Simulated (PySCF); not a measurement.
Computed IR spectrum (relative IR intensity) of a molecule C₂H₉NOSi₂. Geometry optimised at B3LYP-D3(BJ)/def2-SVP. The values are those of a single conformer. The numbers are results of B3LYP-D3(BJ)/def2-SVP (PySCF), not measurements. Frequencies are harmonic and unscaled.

Lines under 2 % of the strongest are left out, and lines within 2 cm⁻¹ are merged.

ν (cm⁻¹): 426 (w), 478 (w), 597 (vw), 724 (w), 769 (w), 839 (w), 863 (w), 912 (vs), 938 (w), 949 (w), 952 (m), 968 (w), 986 (vw), 1009 (w), 1040 (w), 1205 (m), 1225 (m), 1336 (vw), 1411 (vw), 1721 (m), 2203 (m), 2215 (m), 2255 (m), 2276 (m), 3120 (vw), 3555 (w) (against the strongest line: vs over 80 %, s over 45 %, m over 15 %, w over 4 %, vw less)

Task: Which molecule gave these data?
A. C[Si@]1(N)CO[SiH2]1
B. C[SiH2]/N=C/O[SiH3]
C. N[Si@@H]1C[SiH2]CO1
D. C=CO[SiH2]N[SiH3]

Result: D, C=CO[SiH2]N[SiH3]
